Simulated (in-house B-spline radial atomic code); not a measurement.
A run on neutral dysprosium (an excited or competing configuration) that did not converge. Method: scalar-relativistic (X2C) wB97X, spin-polarised, spherical fractional occupations, Fermi nucleus of rms radius 5.2218 fm; computed with a B-spline radial code for spherical atoms.

Command:
```bash
python run_scf.py task.json out
```
Settings (nuclear radius in fm, mass in u):
```
Z                66
configuration    [Kr] 4d9 4f10 5s2 5p6 5f1 6s2
hamiltonian      x2c
method           wb97x
spin_polarised   True
nucleus          fermi
rms_radius       5.2218
atomic_mass      163.92918
speed_of_light   137.035999084
```

First and last ten iterations of the last attempt (damped for 15 steps, keeping 80 % of the old Fock matrix, then DIIS):
```
 iter        energy (Eh)    residual
    1      -12084.804851    8.61e-01
    2      -12100.791042    1.41e+00
    3      -12124.656248    9.13e-01
    4      -12137.781786    5.67e-01
    5      -12144.610674    3.82e-01
    6      -12147.969801    2.46e-01
    7      -12149.556431    1.65e-01
    8      -12150.308858    1.14e-01
    9      -12150.682829    7.85e-02
   10      -12150.868580    5.48e-02
  111      -12151.044998    2.42e-03
  112      -12151.044619    1.46e-03
  113      -12151.045069    8.55e-04
  114      -12151.045192    1.28e-03
  115      -12151.045167    1.04e-03
  116      -12151.045087    6.79e-04
  117      -12151.045057    1.31e-03
  118      -12151.045135    1.59e-03
  119      -12151.044880    1.06e-03
  120      -12151.044787    1.15e-03
 not converged after 120 iterations
```

The smallest residual met was 4.9e-04; the threshold is about 7e-07. No energy from this run should be used. Cost of the run: 32 s on 1 thread of Arm Neoverse V2, on a shared host.
